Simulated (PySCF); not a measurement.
C3H3F2OS (charge -1).
Geometry (GFN2-xTB, Å), atoms numbered from 1 in this order:
```xyz
10
C3H3F2OS angstrom
C      1.453   -0.203    0.332
O      0.588   -0.655   -0.700
C     -0.739   -0.504   -0.429
F     -1.340   -1.725   -0.117
C     -1.424    0.647   -0.315
F     -2.764    0.515    0.008
S     -0.814    2.199   -0.549
H      2.468   -0.348   -0.036
H      1.305   -0.778    1.254
H      1.277    0.858    0.529
```

Closed-shell single points with PySCF (density fitting; grid level 2 and gas phase unless stated) on one GFN2-xTB geometry.

Question: Rank these settings by the HOMO energy, lowest first.
A. B97-2/cc-pVDZ, grid level 1, fitting basis def2-universal-jkfit
B. PBE0/6-311G**, damping 0.1 at the start, DIIS from the seventh cycle
C. PBE0/pcSseg-1
D. PBE0/def2-SVPD
E. PBE0/pcSseg-0, IEF-PCM dichloromethane, level shift 0.3 Eh
F. BLYP/6-31++G**, IEF-PCM dichloromethane, start guess huckel

Answer: E (-4.29 eV), F (-3.38 eV), D (-0.61 eV), B (-0.35 eV), C (-0.23 eV), A (0.33 eV).

Question: Rank these settings by the HOMO–LUMO gap, lowest first.
A. PBE0/pcSseg-0, IEF-PCM dichloromethane, level shift 0.3 Eh
B. PBE0/def2-SVPD
C. PBE0/6-311G**, damping 0.1 at the start, DIIS from the seventh cycle
D. BLYP/6-31++G**, IEF-PCM dichloromethane, start guess huckel

Answer: D (3.43 eV), B (4.69 eV), C (5.54 eV), A (6.23 eV).

All figures of these runs:

```json
{"settings": "PBE0/6-311G**, damping 0.1 at the start, DIIS from the seventh cycle", "basis functions": "152", "SCF cycles": "20", "E (Eh)": "-788.7954", "HOMO (eV)": "-0.35", "LUMO (eV)": "5.19"}
{"settings": "PBE0/pcSseg-0, IEF-PCM dichloromethane, level shift 0.3 Eh", "basis functions": "73", "SCF cycles": "13", "E (Eh)": "-787.4003", "HOMO (eV)": "-4.29", "LUMO (eV)": "1.94"}
{"settings": "B97-2/cc-pVDZ, grid level 1, fitting basis def2-universal-jkfit", "basis functions": "117", "SCF cycles": "11", "E (Eh)": "-789.1420", "HOMO (eV)": "0.33", "LUMO (eV)": "5.85"}
{"settings": "PBE0/def2-SVPD", "basis functions": "180", "SCF cycles": "14", "E (Eh)": "-788.3051", "HOMO (eV)": "-0.61", "LUMO (eV)": "4.08"}
{"settings": "BLYP/6-31++G**, IEF-PCM dichloromethane, start guess huckel", "basis functions": "148", "SCF cycles": "17", "E (Eh)": "-789.2342", "HOMO (eV)": "-3.38", "LUMO (eV)": "0.05"}
{"settings": "PBE0/pcSseg-1", "basis functions": "141", "SCF cycles": "14", "E (Eh)": "-788.6320", "HOMO (eV)": "-0.23", "LUMO (eV)": "5.33"}
```

Cycle counts include a coarse-grid stage where the run had one. All basis functions are spherical, in the Pople sets too. The HOMO energy is positive at B97-2/cc-pVDZ; such an orbital is held in place by the finite basis. The structure is a single GFN2-xTB conformer; no vibrational corrections.
